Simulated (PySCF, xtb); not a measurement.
CH₆Cl₂Si₂, SMILES C([SiH](Cl)Cl)[SiH3].

Geometry optimised at PBE0-D3(BJ)/def2-SVP. A frequency run showed that this geometry is not a minimum. Other conformers were not sampled.

The numbers are results of C-PCM-PBE0/def2-SVP in PySCF, not measurements.

The values are the electrostatic part of the solvation free energy, E(continuum) − E(gas) at the gas-phase geometry, in a cavity of scaled van der Waals radii (PySCF's table); cavitation and dispersion terms are not included. In vacuum the orbital gap is 9.42 eV. The dipole moment in vacuum is 2.17 D.

Computed values in water (ε = 78.36), cyclohexanone (ε = 15.62), acetone (ε = 20.49):
```csv
solvent,ε,ΔG(elec) (kcal/mol),dipole (D),gap (eV)
water,78.36,-2.5,2.97,9.40
cyclohexanone,15.62,-2.3,2.91,9.40
acetone,20.49,-2.3,2.93,9.40
```

For comparison, GFN2-xTB/ALPB(water) (xtb, at the GFN2-xTB geometry, all terms of that model) gives -0.4 kcal/mol.
